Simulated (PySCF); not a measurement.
This singlet lies within 0.05 eV of the relaxed quintet at the level TPSSh-D3(BJ)/def2-TZVP // r2SCAN-D4/def2-SVP (PySCF).

Cartesian coordinates (Å):
```xyz
19

Co     0.0604    -0.0203    -0.0042
O      1.1990    -1.3135    -0.8576
H      2.0867    -1.0136    -1.1565
H      0.8855    -1.9629    -1.5250
O      1.5482     1.1958    -0.0720
H      2.1356     1.2433     0.7155
H      1.4939     2.1077    -0.4340
O     -0.6326     0.7052    -1.6446
H     -1.3916     0.2414    -2.0644
H     -0.0688     1.0365    -2.3779
O     -1.4087    -1.2603    -0.0413
H     -2.2245    -1.0168     0.4512
H     -1.3064    -2.2329     0.0532
O      0.7667    -0.6432     1.6722
H      1.3622    -1.4258     1.6544
H      0.2365    -0.7157     2.4962
O     -1.1104     1.1944     0.9183
H     -1.6071     1.8491     0.3778
H     -0.8774     1.6471     1.7587
```
Charge +3, spin multiplicity 1.

Q: Estimate the charge on the central atom (Mulliken), HOMO–LUMO gap, charge on the central atom (meta-Löwdin), total energy, LUMO and HOMO that TPSSh-D3(BJ)/def2-TZVP // r2SCAN-D4/def2-SVP in PySCF returns for this input.

A: 
```json
{
  "charge on the central atom (Mulliken)": "0.41 e",
  "HOMO–LUMO gap": "3.94 eV",
  "charge on the central atom (meta-Löwdin)": "1.36 e",
  "total_energy": "-1840.4733 Ha",
  "LUMO": "-18.61 eV",
  "HOMO": "-22.55 eV"
}
```
